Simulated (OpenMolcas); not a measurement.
## Kr4+: Slater's ratio, the spin-orbit constant, worked from levels

```yaml
Program: OpenMolcas
Basis: ANO-R1 [5s4p3d1f]
Scalar_Hamiltonian: X2C, finite nucleus
Active_space: 4 electrons in 4 orbitals (4s 4p)
State_averaging: 2S+1 = 3 even, 6 roots; 2S+1 = 1 even, 11 roots; 2S+1 = 5 odd, 1 root; 2S+1 = 3 odd, 9 roots; 2S+1 = 1 odd, 8 roots
Spin-orbit_coupling: state interaction with AMFI integrals over the reference wave functions, term energies averaged over their components
```

Methods: CASSCF; MS-CASPT2, IPEA 0.25 Eh, imaginary shift 0.1 Eh (closed shells correlated: 3d). Measured levels: Saloman, J. Phys. Chem. Ref. Data 36, 215 (2007).

**Slater's ratio.** With one set of orbitals, p2 has ¹D - ³P = 6 F2 and ¹S - ¹D = 9 F2 (F2 = F²/25), a ratio of 3/2. Term energies are centres of gravity, weighted by 2J + 1.

```csv
Source,¹D - ³P,¹S - ³P,F2 from the first,Ratio
CASSCF,16996,32522,2833,0.914
MS-CASPT2,15540,35402,2590,1.278
measured,14256,33737,2376,1.367
```

Energies in cm-1. A ratio away from 3/2 shows effects beyond one configuration with one set of orbitals, and in heavier atoms second-order spin-orbit shifts. In CASSCF the valence s occupation is 1.93 in ¹S against 1.98 in ¹D: mixing out of s² acts most on ¹S and pulls it down.

**The spin-orbit constant.** For the Hund term ³P of p2, E(J) = (A/2) J(J+1) + constant and ζ = 2S·A = 2A. From J = 0 to J = 2 the energy changes by 3 A.

```tsv
Source	E(2) - E(0)	A	ζ
CASSCF	7588.8	2529.6	5059
MS-CASPT2	7421.5	2473.8	4948
measured	7595.3	2531.8	5064
```

All in cm-1. MS-CASPT2 is off by -2.3 % and CASSCF by -0.1 %. Both methods take the spin-orbit matrix elements from the reference wave functions, so the second can move ζ only through the term energies and any multistate remixing. Second-order mixing with other terms is absorbed into this ζ.

CASPT2 does not keep the components of a term degenerate, so their means are used; among the terms shown or strongly mixed into the levels shown the widest spread is 40 cm-1 (4s² 4p² ¹D, MS-CASPT2). Over all roots computed the reference weight is 0.87 to 0.98 in MS-CASPT2; the roots of lowest weight are the least certain, and an intruder state may touch them. The basis is small and was not contracted for so high a charge. Measured partners are found by configuration, term and J. A level has none where our copy of the source lacks it or the pairing is in doubt (some pairs that miss far off the trend of their configuration count as doubtful), and it then counts in no deviation. Levels of configurations outside the active space are missing.
